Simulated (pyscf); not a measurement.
`[BH2][O][Cr](=[O])[OH]` [singlet] -> `[BH2][O][CrH](=[O])=[O]`, a hydrogen shift (singlet surface; H–O broken, Cr–H formed). Structures and frequencies: ωB97X-D3(BJ)/def2-SVP in PySCF. Energies in kcal/mol from the reactant's lowest minimum found.

GFN2-xTB: tblite. 

**Question.** In single points GFN2-xTB puts the saddle at 12.7 kcal/mol and the reaction energy at +3.2 kcal/mol. Should these be trusted to within a few kcal/mol? Compare with ωB97M-D3(BJ)/def2-TZVP.

**Answer.** ωB97M-D3(BJ)/def2-TZVP gives ΔE‡ = 44.0 kcal/mol and ΔE = +28.4 kcal/mol. GFN2-xTB lies 31.3 kcal/mol under it in the barrier and 25.2 kcal/mol under it in the reaction energy, so on this step it does not hold to within 3.0 kcal/mol. ωB97M-D3(BJ)/def2-TZVP has limits of its own. H₂B–O–Cr(=O)–OH [singlet] is an excited spin state, 16.3 kcal/mol over the triplet at ωB97X-D3(BJ)/def2-TZVP. H₂B–O–CrH(=O)=O lies 42.1 kcal/mol over its isomer H₂B–O–Cr(=O)–OH [triplet] (electronic energy, ωB97M-D3(BJ)/def2-TZVP). This is the saddle that the search found; another between the same sides may lie lower. A restricted singlet here is unstable towards spin polarisation, as is usual where a triplet lies low; its energy is less safe.
